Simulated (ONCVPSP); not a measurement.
# Transferability test, ONCV potential for Rh (Z = 45)

Rh, optimised norm-conserving Vanderbilt (ONCV), made with ONCVPSP 4.0.1 (PBE, scalar-relativistic). Core [Kr], reference 4d8 5s1. Waves: 5s: rc 2.25 bohr, ncon 5, nbas 8, qcut 2.7 1/bohr, 3 projectors, debl 3.5 Ha; p scattering state at 0.35 Ha: rc 2.45 bohr, ncon 4, nbas 7, qcut 2.7 1/bohr, 2 projectors, debl 2.3 Ha; 4d: rc 1.40 bohr, ncon 3, nbas 8, qcut 6.6 1/bohr, 1 projector; f scattering state at 0.08 Ha: rc 1.70 bohr, ncon 3, nbas 7, qcut 6.9 1/bohr, 3 projectors, debl 2.5 Ha. Local part: polynomial inside 1.05 bohr (lpopt 3, dvloc0 2 Ha). Core correction: Teter function fitted to the true core (icmod 2), fcfact 0.7.

Energies are relative to the spin-unpolarised reference configuration 4d8 5s1; without spin polarisation the order of configurations can differ from experiment.

```json
{"valence configuration": "4d8 5s0", "charge": "+1", "ΔE all-electron (eV)": "7.461", "error AE − PS (meV)": "-2.6"}
{"valence configuration": "4d7 5s0", "charge": "+2", "ΔE all-electron (eV)": "26.971", "error AE − PS (meV)": "-14"}
{"valence configuration": "4d8 5s0.5", "charge": "+0.5", "ΔE all-electron (eV)": "2.919", "error AE − PS (meV)": "-1.2"}
```

Task: What are ΔE and the potential's error for 4d6 5s0?

Result: ΔE = 59.476 eV all-electron; the error (AE − PS) is -243 meV.

Note: ghosts flagged at negative energy: s at -1582.0 eV, s at -21.0 eV; GHOST(+) flagged for p at 31.3 eV, s at 487.0 eV. A true bound ghost makes a file unfit for plane-wave use.
